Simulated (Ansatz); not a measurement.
Two isomers of CH8BNOSi: A = `BN[SiH2]CO`, B = `CNB[SiH2]O`.

Computed with Ansatz on PBE0-D4/def2-TZVP structures; ΔE is electronic, products minus reactants. CCSD(T)/CBS adds triple-zeta CCSD(T) − MP2 to the extrapolated MP2 energy (def2 sets, frozen cores). Functionals use def2-TZVPP. B3LYP here is the variant with VWN-RPA as its local correlation; programs differ in this. Each species was taken in one conformer, which may not be the lowest.

Which isomer does CCSD(T)/CBS put lower? Give the gap. (An estimate is asked.)

Ansatz gave: B, by 67.1 kJ/mol.

Give E(B) − E(A) in kJ/mol with CCSD(T)/def2-TZVPP, B2PLYP, HF/def2-TZVPP, B3LYP, CCSD/def2-TZVPP, ωB97M-V, MP2/def2-TZVPP. (An estimate is asked.)

The calculation gave: CCSD(T)/def2-TZVPP -66.8, B2PLYP -67.1, HF/def2-TZVPP -60.1, B3LYP -68.3, CCSD/def2-TZVPP -66.4, ωB97M-V -60.6, MP2/def2-TZVPP -65.9. None reverses the order clearly.

Largest T1 diagnostic: 0.013.

In def2-TZVPP, CCSD(T) changes the Hartree–Fock value by −6.8 kJ/mol (the triples alone add −0.5 kJ/mol) and MP2 by −5.8 kJ/mol.
